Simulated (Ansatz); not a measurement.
## How methods differ on InH2Cl (SMILES [H][In]([H])[Cl])

InH2Cl: 4 atoms, total charge 0, spin state singlet. As SMILES, `[H][In]([H])[Cl]`. Geometry: a GFN2-xTB relaxation, a rough one for these elements and not checked as a minimum.

```xyz
4

In    0.0702    0.1178   -0.0004
H     1.7830    0.1014    0.0114
H    -0.7551    1.6185   -0.0199
Cl   -1.0981   -1.8377    0.0089
```

Each level gives the vertical energy of the triplet above the singlet (eV). The values are calculated.

```
           level                    kind  program  value (eV)  less CCSDT/STO-3G  CPU time (all runs)
    SVWN5/STO-3G                     LDA   Ansatz        3.94              -1.81                3.7 s
   revPBE/STO-3G                     GGA   Ansatz        4.05              -1.70                6.3 s
  r2SCAN0/STO-3G         hybrid meta-GGA   Ansatz        4.85              -0.90                 17 s
CAM-B3LYP/STO-3G  range-separated hybrid   Ansatz        4.87              -0.88                7.7 s
   B2PLYP/STO-3G           double hybrid   Ansatz        5.25              -0.50                8.2 s
  RPA@PBE/STO-3G                     RPA   Ansatz        4.89              -0.86                  9 s
      MP2/STO-3G     perturbation theory   Ansatz        6.12              +0.37                2.1 s
  BCCD(T)/STO-3G   coupled cluster or CI   Ansatz        5.76              +0.01                2.8 s
 CCSDT(Q)/STO-3G   coupled cluster or CI   Ansatz        5.75               0.00                  5 s
    CCSDT/STO-3G   coupled cluster or CI   Ansatz        5.75               0.00                4.2 s
```

Differences are taken from CCSDT/STO-3G for orientation; it has basis-set and higher-order errors of its own. All-electron rows without a relativistic Hamiltonian named are non-relativistic. Spin-orbit coupling, which can split open shells on such heavy atoms by tenths of an eV, is left out. The values span 3.94 to 6.12 eV. A triplet this far above the singlet is often a Rydberg-like or dissociative state; sets without diffuse functions put Rydberg states too high. All rows use very small basis sets, so none should be taken for the real molecule's value. In the correlated wave-function rows the outer d shell of In is correlated, in sets not made for it. Times are those of the runs behind each value, whatever else they computed, on shared processors of several kinds: orders of magnitude only.
